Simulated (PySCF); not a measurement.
**Ionisation energy of Mn⁺ by level of theory**

Mn⁺ [Ar] 3d5 4s1 (7S) → Mn²⁺ [Ar] 3d5 (6S), as a difference of total energies. Computed with PySCF 2.14 in cc-pVTZ (7s6p4d2f1g, 68 functions), with no relativity, point nucleus. Correlated levels: valence: [Ar] frozen. The calculations carry no spin-orbit coupling.

```json
{"method": "UHF", "ionisation energy (eV)": "14.692"}
{"method": "BP86", "ionisation energy (eV)": "16.198"}
{"method": "B3LYP", "ionisation energy (eV)": "15.929"}
{"method": "MP2 (valence)", "ionisation energy (eV)": "15.119"}
{"method": "SCS-MP2 (valence)", "ionisation energy (eV)": "14.835"}
```

Problem. How much does correlation contribute at MP2 (valence)?

Solution. 15.119 − (14.692) = 0.427 eV, measured against UHF.

These non-relativistic numbers lack the scalar-relativistic shift.

Errors of the correlated levels include the incompleteness of this basis and the frozen core.

For comparison: 15.640 eV (measured; NIST Atomic Spectra Database, ionization energies).
